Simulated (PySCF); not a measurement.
Compound: C₆H₇O₂ (doublet state).
Numbering: `[CH3:1][O:2][CH:3][C:4](=[O:5])[C:6]1=[CH:7][CH2:8]1` (hydrogens: H9, H10, H11 on C1; H12 on C3; H13 on C7; H14, H15 on C8)

Structure used (GFN2-xTB), in Å, numbered top down from 1:
```
atom  x, y, z in Å
C1     2.822   -0.375    0.736
O2     2.066    0.822    0.766
C3     0.779    0.802    0.450
C4    -0.018   -0.314    0.060
O5     0.392   -1.481   -0.048
C6    -1.393    0.058   -0.207
C7    -2.348    0.954   -0.278
C8    -2.747   -0.443   -0.626
H9     3.832   -0.095    1.029
H10    2.415   -1.114    1.430
H11    2.823   -0.812   -0.264
H12    0.330    1.783    0.515
H13   -2.694    1.954   -0.181
H14   -2.921   -0.709   -1.662
H15   -3.342   -1.020    0.073
```

The hyperfine couplings belong to this conformer and change with its torsions.

Computed with PySCF, UKS B3LYP, pcH-1 on C H O, non-relativistic, mean-field spin-orbit, GIAO. One conformer (not necessarily the lowest) at the GFN2-xTB geometry, without solvent, vibrations or thermal averaging. The geometry wasn't refined by DFT: couplings that depend on bond lengths, twists or pyramidal angles can differ widely from those at the functional's own minimum. Stability of the SCF solution: not tested.

(1) Where do the isotropic ENDOR lines of H12, H9/H10/H11, H14/H15 and H13 fall at 3333.6 mT, to first order?

(2) Which pairs are centred on the nuclear Larmor frequency, and which on half the coupling?

Answers

(1) For S = 1/2 in fast tumbling each set of equivalent nuclei gives two lines, ν± = |νn ± a/2| to first order, with νn = g_N μN B/h and μN/h = 7.62259 MHz/T.

```json
{"nuclei": "H12", "isotope": "1H", "g_N": "5.5857", "νn (MHz)": "141.94", "a_iso (MHz)": "-38.03", "lower line (MHz)": "122.92", "upper line (MHz)": "160.95"}
{"nuclei": "H9/H10/H11", "isotope": "1H", "g_N": "5.5857", "νn (MHz)": "141.94", "a_iso (MHz)": "13.88", "lower line (MHz)": "135.00", "upper line (MHz)": "148.87"}
{"nuclei": "H14/H15", "isotope": "1H", "g_N": "5.5857", "νn (MHz)": "141.94", "a_iso (MHz)": "11.50", "lower line (MHz)": "136.19", "upper line (MHz)": "147.69"}
{"nuclei": "H13", "isotope": "1H", "g_N": "5.5857", "νn (MHz)": "141.94", "a_iso (MHz)": "-6.85", "lower line (MHz)": "138.51", "upper line (MHz)": "145.36"}
```

(2) Centred on νn, since |a| < 2νn: H12, H9/H10/H11, H14/H15 and H13. No pair has |a| > 2νn.

Nuclei that the bonding pattern makes equivalent are averaged, as if the motion that swaps them (rotation, inversion, ring flip) were fast. The three 1H nuclei of mean +13.9 MHz run from -1.1 to 21.4 MHz in the frozen geometry.

Hardware: one thread of an Arm Neoverse V1, on a shared host. Cost: 77 s of wall time (with the writing of density and orbital grids), 0.98 GiB resident at most.
